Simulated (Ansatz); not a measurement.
`C=C[SiH](N)CC`, charge 0, multiplicity 1.

**Question.** Give a relaxed structure at PBE0-D4/def2-TZVP (Ansatz). (Best estimate.)

**Answer.** Ansatz gave: 
Z-matrix (Å, degrees):
```
Si
C 1 1.869
C 1 1.874 2 109.6
N 1 1.720 2 113.9 3 -122.2
H 1 1.492 2 107.6 3 119.5
C 2 1.330 1 123.2 3 119.8
H 2 1.091 1 119.3 3 -60.1
C 3 1.526 1 114.1 2 53.6
H 3 1.095 1 107.5 2 176.6
H 3 1.097 1 108.1 2 -69.2
H 4 1.006 1 120.8 2 -75.8
H 4 1.007 1 121.0 2 72.4
H 6 1.087 2 122.7 1 -179.7
H 6 1.087 2 121.2 1 0.5
H 8 1.093 3 111.7 1 177.8
H 8 1.094 3 111.5 1 57.8
H 8 1.093 3 111.5 1 -62.2
```
This is one stationary point; other conformers may exist.
